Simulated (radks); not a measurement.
The calcium ion Ca2+, configuration [Ar]. All-electron calculation, non-relativistic Kohn-Sham, BLYP, spin-polarised, spherical densities, point nucleus. Program: a radial shooting solver on a logarithmic mesh with Libxc functionals. Some entries of the table are withheld. Estimate them.

| orbital | occ. | eigenvalue (hartree) | r(max) (bohr) | <1/r> (bohr^-1) |
|---|---|---|---|---|
| 1s | 2 | -144.9860 | 0.05081 | 19.54 |
| 2s | 2 | -15.65675 | (1) | 4.005 |
| 2p | 6 | -12.86386 | 0.2473 | (2) |
| 3s | 2 | -2.26233 | 0.9966 | 1.207 |
| 3p | 6 | -1.57676 | 1.045 | 1.084 |

Answer. 
(1) 2s r(max) (bohr): 0.3022
(2) 2p <1/r> (bohr^-1): 3.936
